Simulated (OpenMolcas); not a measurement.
# Zn I: from RASSCF to RASPT2

* Program: OpenMolcas 26.06
* Basis: ANO-RCC-VTZP [6s5p3d2f1g]
* Scalar Hamiltonian: DKH2, point nucleus
* Active space: 2 electrons in 9 orbitals (RAS2 4s 4p; RAS3 4d, at most 2 electrons)
* State averaging: 2S+1 = 3 even, 3 roots; 2S+1 = 1 even, 1 root; 2S+1 = 3 odd, 3 roots; 2S+1 = 1 odd, 3 roots
* Spin-orbit coupling: RASSI with atomic mean-field integrals over the reference wave functions, term energies averaged over their components

Methods on the same reference wave functions:
A. RASSCF
B. SS-RASPT2, IPEA 0.25 Eh, imaginary shift 0.1 Eh (closed shells correlated: 3d)
C. XMS-RASPT2, IPEA 0.25 Eh, imaginary shift 0.1 Eh (closed shells correlated: 3d)

Energies in cm-1 above 4s2 1S0, the measured ground level; measured values from NIST Handbook of Basic Atomic Spectroscopic Data.

```tsv
Level	A	B	C	Measured
4s2 1S0	0.0	0.0	0.0	0.0
4s 4p 3P* 0	28839	31920	31760	32311
4s 4p 3P* 1	29002	32080	31920	32501
4s 4p 3P* 2	29332	32410	32250	32890
4s 4p 1P* 1	48752	49810	49670	46745
```

Deviations, from unrounded energies. A percentage is the sum of absolute deviations over the sum of measured energies, with the sign that they share, or ± where signs differ.

| Against measurement | Levels | A | B | C |
| --- | --- | --- | --- | --- |
| mean absolute deviation (cm-1) | 4 | 3100 | 1100 | 1200 |
| other configurations (%) | 4 | ±8.7 | ±3.0 | ±3.2 |

B lies closest to measurement on these levels and A furthest from it. The largest miss of B in the table is 4s 4p 1P* 1, by +3100 cm-1. The ranking rests on the paired levels alone, and a cruder setting can come out closer through cancelling errors.

Between B and C the level of the table that moves most is 4s 4p 3P* 0, by 160 cm-1 (lowest in C, highest in B). Moves below CASPT2's spread within the term are not significant.

The lowest spin-free term lies below A's lowest term by 0.493 hartree in B, 0.493 hartree in C.

CASPT2 does not keep the components of a term degenerate, so their means are used; among the terms shown or strongly mixed into the levels shown the widest spread is 46 cm-1 (4s 4p 3P*, C). Active for correlation alone: 4d; no level in the range computed is led by a configuration that fills it, so any true level of that kind is missing. Without dynamic correlation excited terms often stand tens of per cent too high (terms of higher spin than the ground term too low), and those without a measured partner can miss by more than the paired ones (holds for A). Measured partners are found by configuration, term and J. A level has none where our copy of the source lacks it or the pairing is in doubt (some pairs that miss far off the trend of their configuration count as doubtful), and it then counts in no deviation. Only configurations of the active space appear. The table leaves out levels that lie high or whose names do not pair safely across all columns.

* marks odd parity.
